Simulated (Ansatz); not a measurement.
## A barrier at the coupled-cluster level

Start structure (BH₄O₃F, closed shell), relaxed at PBE0-D4/def2-TZVP:

```
9
angstrom
B -0.6326 0.5080 0.3021
F -0.2504 1.4602 -0.5523
O -1.7830 -0.1842 0.1154
O 0.1454 0.3049 1.3980
H 1.7289 -0.1716 -1.5071
O 1.5263 -0.9320 -0.9564
H -2.2254 0.0271 -0.7094
H -0.2129 -0.3790 1.9690
H 1.7037 -0.6336 -0.0591
```

The step: BH₂O₂F ([OH][B]([OH])[F]) + H₂O → BH₃O₃ ([OH][B]([OH])[OH]) + HF; bonds formed: B1–O6, F2–H5; bonds broken: B1–F2, H5–O6. Ansatz 0.2.0; basis: def2-TZVPP and def2-QZVPP; cores frozen in the correlated methods. Extrapolation: Hartree–Fock as exp(−7.88 √X), correlation as X^−2.97. Energies below are by CCSD(T) at an estimated basis limit (MP2 extrapolated from triple and quadruple zeta, plus CCSD(T) − MP2 in triple zeta).

(1) What are the electronic barrier and the energy of the step, from the start structure to the end structure? (To be estimated.)

The T1 diagnostic stays at or below 0.012.

Answers

(1) Computed: Barrier 29.36 kcal/mol; step energy -2.57 kcal/mol (downhill); reverse barrier, their difference, 31.92 kcal/mol. Barrier and step energy count from the start structure, the reverse barrier from the end structure.

The saddle point: One imaginary mode of 936i cm⁻¹.
```json
{"pair": "B1–O6", "start (Å)": "2.88", "saddle (Å)": "1.53", "end (Å)": "1.39"}
{"pair": "F2–H5", "start (Å)": "2.74", "saddle (Å)": "1.19", "end (Å)": "0.95"}
{"pair": "B1–F2", "start (Å)": "1.34", "saddle (Å)": "1.73", "end (Å)": "3.12"}
{"pair": "H5–O6", "start (Å)": "0.96", "saddle (Å)": "1.17", "end (Å)": "1.65"}
```

Zero-point energy (harmonic, PBE0-D4): ZPE is 38.08 kcal/mol at the start and 36.77 kcal/mol at the saddle, so the barrier goes from 29.36 to 28.05 kcal/mol.

The step is the kind of ligand exchange by which a precursor binds to a hydroxyl group, or is hydrolysed, in atomic layer deposition of oxides.

Labels in which every atom is bracketed show which atoms are joined, not bond orders.

For scale, one of the runs: CCSD(T)/def2-TZVPP, 211 basis functions, launched by `ansatz run in.yaml --threads 4 --pin off --events-out ev --progress --plain --max-ram 9574MiB`. The run took 96 s on 4 CPU threads of an Arm Neoverse V1 (shared host), with 3.4 GiB of host memory at its peak.
